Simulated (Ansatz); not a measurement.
Ansatz (a first-principles code) job for Nb(S)(OH)2(Me) (CH₅NbO₂S), SMILES [OH][Nb]([OH])([CH3])=[S], multiplicity 1, PBE-D3(BJ)/def2-SVP. 

Ansatz 0.2 input:
```yaml
crystal:
  periodic: [false, false, false]
  atoms:
    - {symbol: Nb, position_ang: [-0.08857448, -0.19480315, -0.00000000]}
    - {symbol: S, position_ang: [0.14545227, 1.95343054, -0.00000001]}
    - {symbol: O, position_ang: [-0.90587538, -0.82575069, -1.58225354]}
    - {symbol: H, position_ang: [-1.26295339, -0.42044697, -2.38224308]}
    - {symbol: O, position_ang: [-0.90587543, -0.82575066, 1.58225353]}
    - {symbol: H, position_ang: [-1.26295345, -0.42044693, 2.38224305]}
    - {symbol: C, position_ang: [1.91938634, -0.97564319, 0.00000004]}
    - {symbol: H, position_ang: [2.47066965, -0.64082667, 0.89416632]}
    - {symbol: H, position_ang: [1.86657340, -2.07954241, 0.00000004]}
    - {symbol: H, position_ang: [2.47066967, -0.64082669, -0.89416625]}
basis:
  gaussian:
    orbitals: def2-SVP
hamiltonian:
  xc: pbe
  dispersion: d3bj
relax: {f_tol: 0.002, max_steps: 200}
```

Program output:

```
WARN ansatz: RAYON_NUM_THREADS=1 ignored (pool sized by the plan → 1); use --threads N
Functional definition: PBE
integrals: 0.06 GiB planned
1216 factors; their error is unknown
mean field: 0.34 GiB planned
mean field evaluation 1: about -17568.3198 eV, gradient 9.4e1 eV
mean field evaluation 2: about -17384.2791 eV, gradient 2.8e2 eV
mean field evaluation 4: about -17575.2629 eV, gradient 6.6e1 eV
mean field evaluation 8: about -17586.1136 eV, gradient 1.0e0 eV
mean field evaluation 16: about -17586.0686 eV, gradient 2.5e-3 eV
mean field -17586.06855810 eV, -646.2760992447 hartree, gradient 2.3e-5 eV, S^2 0.000000; 0 other end points of the search recorded, 0 dependent functions left out
the calculation of the forces begins
reference -17586.06863665 eV, -646.2761021315 hartree; 28, 28 occupied and 88, 88 virtual orbitals, 1216 factors
relax step   1: F+E_penalty+E_count = -17586.30823095 eV  Δ(F+E_penalty+E_count) = +0.000e0 eV  max|allowed force component| = 3.096e-1 eV/Å  Δτ_max = 0.0000 Å  (34 SCF iters, accepted)
these checks for a lower state are left out or cut short: starts, cluster_reference, orbital_swaps, neighbouring_geometries, increment
integrals: 0.06 GiB planned
1216 factors; their error is unknown
mean field: 0.34 GiB planned
mean field -17586.07603291 eV, -646.2763739390 hartree, gradient 2.4e-5 eV, S^2 0.000000; 0 other end points of the search recorded, 0 dependent functions left out
the calculation of the forces begins
reference -17586.07611148 eV, -646.2763768264 hartree; 28, 28 occupied and 88, 88 virtual orbitals, 1216 factors
relax step   2: F+E_penalty+E_count = -17586.31519163 eV  Δ(F+E_penalty+E_count) = -6.961e-3 eV  max|allowed force component| = 1.446e-1 eV/Å  Δτ_max = 0.0122 Å  (35 SCF iters, accepted)
these checks for a lower state are left out or cut short: starts, cluster_reference, orbital_swaps, neighbouring_geometries, increment
integrals: 0.06 GiB planned
1216 factors; their error is unknown
mean field: 0.34 GiB planned
mean field evaluation 32: about -17586.1240 eV, gradient 7.3e-1 eV
mean field -17586.07720015 eV, -646.2764168342 hartree, gradient 2.5e-5 eV, S^2 0.000000; 0 other end points of the search recorded, 0 dependent functions left out
the calculation of the forces begins
reference -17586.07727871 eV, -646.2764197211 hartree; 28, 28 occupied and 88, 88 virtual orbitals, 1216 factors
relax step   3: F+E_penalty+E_count = -17586.31641916 eV  Δ(F+E_penalty+E_count) = -1.228e-3 eV  max|allowed force component| = 3.238e-2 eV/Å  Δτ_max = 0.0080 Å  (36 SCF iters, accepted)
these checks for a lower state are left out or cut short: starts, cluster_reference, orbital_swaps, neighbouring_geometries, increment
integrals: 0.06 GiB planned
1216 factors; their error is unknown
mean field: 0.34 GiB planned
mean field -17586.07772039 eV, -646.2764359526 hartree, gradient 2.5e-5 eV, S^2 0.000000; 0 other end points of the search recorded, 0 dependent functions left out
the calculation of the forces begins
reference -17586.07779894 eV, -646.2764388393 hartree; 28, 28 occupied and 88, 88 virtual orbitals, 1216 factors
relax step   4: F+E_penalty+E_count = -17586.31707499 eV  Δ(F+E_penalty+E_count) = -6.558e-4 eV  max|allowed force component| = 5.471e-2 eV/Å  Δτ_max = 0.0088 Å  (35 SCF iters, accepted)
these checks for a lower state are left out or cut short: starts, cluster_reference, orbital_swaps, neighbouring_geometries, increment
integrals: 0.06 GiB planned
1216 factors; their error is unknown
mean field: 0.34 GiB planned
mean field -17586.07829452 eV, -646.2764570517 hartree, gradient 2.4e-5 eV, S^2 0.000000; 0 other end points of the search recorded, 0 dependent functions left out
the calculation of the forces begins
reference -17586.07837308 eV, -646.2764599387 hartree; 28, 28 occupied and 88, 88 virtual orbitals, 1216 factors
relax step   5: F+E_penalty+E_count = -17586.31788035 eV  Δ(F+E_penalty+E_count) = -8.054e-4 eV  max|allowed force component| = 6.027e-2 eV/Å  Δτ_max = 0.0208 Å  (33 SCF iters, accepted)
these checks for a lower state are left out or cut short: starts, cluster_reference, orbital_swaps, neighbouring_geometries, increment
integrals: 0.06 GiB planned
1216 factors; their error is unknown
mean field: 0.34 GiB planned
mean field -17586.07835226 eV, -646.2764591736 hartree, gradient 2.5e-5 eV, S^2 0.000000; 0 other end points of the search recorded, 0 dependent functions left out
the calculation of the forces begins
reference -17586.07843083 eV, -646.2764620608 hartree; 28, 28 occupied and 88, 88 virtual orbitals, 1216 factors
relax step   6: F+E_penalty+E_count = -17586.31810993 eV  Δ(F+E_penalty+E_count) = -2.296e-4 eV  max|allowed force component| = 2.645e-2 eV/Å  Δτ_max = 0.0082 Å  (36 SCF iters, accepted)
these checks for a lower state are left out or cut short: starts, cluster_reference, orbital_swaps, neighbouring_geometries, increment
integrals: 0.06 GiB planned
1216 factors; their error is unknown
mean field: 0.34 GiB planned
mean field evaluation 64: about -17586.1262 eV, gradient 4.1e-1 eV
mean field -17586.07839276 eV, -646.2764606619 hartree, gradient 2.5e-5 eV, S^2 0.000000; 0 other end points of the search recorded, 0 dependent functions left out
the calculation of the forces begins
reference -17586.07847134 eV, -646.2764635496 hartree; 28, 28 occupied and 88, 88 virtual orbitals, 1216 factors
relax step   7: F+E_penalty+E_count = -17586.31817253 eV  Δ(F+E_penalty+E_count) = -6.260e-5 eV  max|allowed force component| = 7.153e-3 eV/Å  Δτ_max = 0.0072 Å  (36 SCF iters, accepted)
these checks for a lower state are left out or cut short: starts, cluster_reference, orbital_swaps, neighbouring_geometries, increment
integrals: 0.06 GiB planned
1216 factors; their error is unknown
mean field: 0.34 GiB planned
mean field -17586.07842395 eV, -646.2764618081 hartree, gradient 8.9e-5 eV, S^2 0.000000; 0 other end points of the search recorded, 0 dependent functions left out
the calculation of the forces begins
reference -17586.07850252 eV, -646.2764646956 hartree; 28, 28 occupied and 88, 88 virtual orbitals, 1216 factors
relax step   8: F+E_penalty+E_count = -17586.31817550 eV  Δ(F+E_penalty+E_count) = -2.972e-6 eV  max|allowed force component| = 1.415e-3 eV/Å  Δτ_max = 0.0009 Å  (22 SCF iters, accepted)
integrals: 0.06 GiB planned
1216 factors; their error is unknown
mean field: 0.34 GiB planned
mean field evaluation 96: about -17586.0784 eV, gradient 1.2e-3 eV
mean field -17586.07842395 eV, -646.2764618081 hartree, gradient 8.9e-5 eV, S^2 0.000000; 1 other end points of the search recorded, 0 dependent functions left out
the calculation of the forces begins
reference -17586.07850252 eV, -646.2764646956 hartree; 28, 28 occupied and 88, 88 virtual orbitals, 1216 factors
Total energy: -17586.31825408 eV, -646.2852754027 hartree
Atom 0 at    -0.091172    -0.213970    -0.000000 Å, force     0.000729    -0.000930    -0.000000 eV/Å
Atom 1 at     0.126241     1.943415    -0.000000 Å, force    -0.000472    -0.000007    -0.000000 eV/Å
Atom 2 at    -0.917087    -0.848344    -1.584691 Å, force    -0.000124     0.000513     0.000304 eV/Å
Atom 3 at    -1.253007    -0.380429    -2.369795 Å, force     0.000087    -0.000112     0.000111 eV/Å
Atom 4 at    -0.917087    -0.848344     1.584691 Å, force    -0.000124     0.000513    -0.000304 eV/Å
Atom 5 at    -1.253007    -0.380429     2.369795 Å, force     0.000087    -0.000112    -0.000111 eV/Å
Atom 6 at     1.920160    -0.978809     0.000000 Å, force     0.001415    -0.000504    -0.000000 eV/Å
Atom 7 at     2.474426    -0.636422     0.899037 Å, force    -0.000291     0.000437     0.000312 eV/Å
Atom 8 at     1.882626    -2.090852     0.000000 Å, force    -0.001014    -0.000235     0.000000 eV/Å
Atom 9 at     2.474426    -0.636422    -0.899037 Å, force    -0.000291     0.000437    -0.000312 eV/Å
Dipole moment:    -0.195570    -0.248967    -0.000000 e Å
```

The calculation finished and met its thresholds.
